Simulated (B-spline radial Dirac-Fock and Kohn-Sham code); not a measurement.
# Photoemission from P⁴⁺ at Ag Lα (2984.4 eV), detector at θ = 90°, φ = 0°

System: phosphorus as P⁴⁺, 1s2 2s2 2p6 3s1. Level of theory: Dirac-Hartree-Slater photoionisation with a Latter tail; cross sections with all multipoles, angular parameters from the dipole term and its interference with E2; a B-spline atomic structure program. Thresholds are orbital energies of the model. For linearly polarised light dσ/dΩ = σ/(4π) [1 + β P₂(cos θ) + (δ + γ cos²θ) sin θ cos φ], with θ from the polarisation vector and φ the angle between the beam and the projection of the electron momentum on the plane normal to the polarisation. The dipole factor is 1 + βP₂ and the non-dipole term is the rest of the bracket. Open shells are filled statistically over j.

| subshell | threshold (eV) | σ (kb) | β | γ | δ | dipole factor | non-dipole term | dσ/dΩ (kb/sr) |
| --- | --- | --- | --- | --- | --- | --- | --- | --- |
| 1s | 2191.6 | 53.1 | 2.00 | 0.44 | 0.000 | 0.000 | 0.000 | ≈ 0 |
| 2s | 245.6 | 3.18 | 2.00 | 0.81 | 0.000 | 0.000 | 0.000 | ≈ 0 |
| 2p1/2 | 197.8 | 0.557 | 0.77 | 0.77 | 0.116 | 0.615 | +0.116 | 0.0324 |
| 2p3/2 | 196.8 | 1.08 | 0.77 | 0.77 | 0.116 | 0.617 | +0.116 | 0.0632 |
| 3s | 65.45 | 0.202 | 2.00 | 0.83 | 0.000 | 0.000 | 0.000 | ≈ 0 |

Values without a named source are computed, but for edge energies of neutral atoms, which are taken from tables.
